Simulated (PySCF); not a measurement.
## Fractional electron number in Kr⁺ (krypton, charge +1)

The 4p beta orbital of [Ar] 3d10 4s2 4p5 is emptied in steps (occupation f), with all orbitals relaxed, ending at [Ar] 3d10 4s2 4p4. Computed with PySCF 2.14 in aug-cc-pVDZ-PP with ECP10MDF (5s4p3d, 32 functions), with scalar relativity through the core potential. The exact energy is a straight line in f; departures are measured from the line between the end points of the same method.

| f | UHF (eV) | LDA (eV) | PBE (eV) | PBE0 (eV) | r2SCAN (eV) | LC-wPBE (eV) | BHandHLYP (eV) | wB97X (eV) | HSE06 (eV) | TPSS (eV) |
| --- | --- | --- | --- | --- | --- | --- | --- | --- | --- | --- |
| 1 | 0.000 | 0.000 | 0.000 | 0.000 | 0.000 | 0.000 | 0.000 | 0.000 | 0.000 | 0.000 |
| 0.9 | 0.081 | -0.493 | -0.477 | -0.340 | -0.450 | -0.080 | -0.212 | -0.118 | -0.380 | -0.466 |
| 0.7 | 0.184 | -1.153 | -1.114 | -0.793 | -1.040 | -0.185 | -0.498 | -0.282 | -0.888 | -1.087 |
| 0.5 | 0.214 | -1.375 | -1.325 | -0.942 | -1.222 | -0.217 | -0.596 | -0.344 | -1.057 | -1.290 |
| 0.3 | 0.176 | -1.157 | -1.111 | -0.789 | -1.009 | -0.179 | -0.504 | -0.300 | -0.887 | -1.079 |
| 0.1 | 0.074 | -0.496 | -0.474 | -0.336 | -0.424 | -0.075 | -0.218 | -0.135 | -0.380 | -0.460 |
| 0 | 0.000 | 0.000 | 0.000 | 0.000 | 0.000 | 0.000 | 0.000 | 0.000 | 0.000 | 0.000 |

```tsv
method	E(f=0) − E(f=1) (eV)	−ε at f=1 (eV)	−ε at f=0.5 (eV)
UHF	23.246	24.153	23.223
LDA	24.553	19.083	24.543
PBE	24.265	18.962	24.275
PBE0	24.315	20.530	24.329
r2SCAN	24.410	19.401	24.503
LC-wPBE	24.389	23.500	24.404
BHandHLYP	24.301	21.947	24.283
wB97X	24.307	23.004	24.254
HSE06	24.331	20.106	24.332
TPSS	24.307	19.126	24.329
```

Orbital energy along the path (eV):

```tsv
f	UHF	LDA	PBE	PBE0	r2SCAN	LC-wPBE	BHandHLYP	wB97X	HSE06	TPSS
1	-24.153	-19.083	-18.962	-20.530	-19.401	-23.500	-21.947	-23.004	-20.106	-19.126
0.9	-23.954	-20.164	-20.020	-21.290	-20.430	-23.683	-22.408	-23.245	-20.949	-20.164
0.7	-23.576	-22.344	-22.146	-22.811	-22.484	-24.047	-23.340	-23.739	-22.639	-22.247
0.5	-23.223	-24.543	-24.275	-24.329	-24.503	-24.404	-24.283	-24.254	-24.332	-24.329
0.3	-22.892	-26.753	-26.395	-25.833	-26.433	-24.747	-25.242	-24.814	-26.024	-26.391
0.1	-22.581	-28.961	-28.491	-27.314	-28.217	-25.065	-26.229	-25.471	-27.709	-28.407
0	-22.433	-30.059	-29.527	-28.044	-29.074	-25.208	-26.740	-25.855	-28.540	-29.397
```

Reference removal energy between the ground levels: 24.360 eV (measured; NIST Atomic Spectra Database, ionization energies). The calculation has no spin-orbit coupling. UHF lacks correlation.
